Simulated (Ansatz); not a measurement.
Dissociation curve of GeGa (cation, charge +1), lowest triplet found (which spin is the ground state isn't settled by this scan).

- UCCSD(T) = Ansatz (an electronic-structure program) with CCSD(T) on UHF/aug-cc-pVDZ, cores with 3d frozen
- UKS-B3LYP = unrestricted B3LYP/aug-cc-pVDZ (Ansatz)
- UCCSDT = CCSDT on UHF/aug-cc-pVDZ, cores with 3d frozen (Ansatz)

Total energies in hartree (comparable only within one method and basis):

```csv
R / Å,UCCSD(T),UKS-B3LYP,UCCSDT
2.53,-3998.39278,-4001.57655,-3998.39371
2.61,-3998.39704,-4001.58030,-3998.39794
2.72,-3998.40081,-4001.58353,-3998.40169
2.90,-3998.40352,-4001.58561,-3998.40434
3.05,-3998.40376,-4001.58549,-3998.40452
3.30,-3998.40207,-4001.58336,-3998.40275
3.50,-3998.39983,-4001.58087,-3998.40047
3.88,-3998.39505,-4001.57579,-3998.39560
4.29,-3998.39024,-4001.57082,-3998.39072
4.76,-3998.38585,-4001.56626,-3998.38627
5.29,-3998.38249,-4001.56263,-3998.38287
6.06,-3998.37985,-4001.55984,-3998.38020
7.03,-3998.37837,-4001.55892,-3998.37871
8.31,-3998.37756,-4001.55941,-3998.37790
```

The scan ran from 1.74 to 8.31 Å; beyond the distances shown full CI changes its symmetry label.
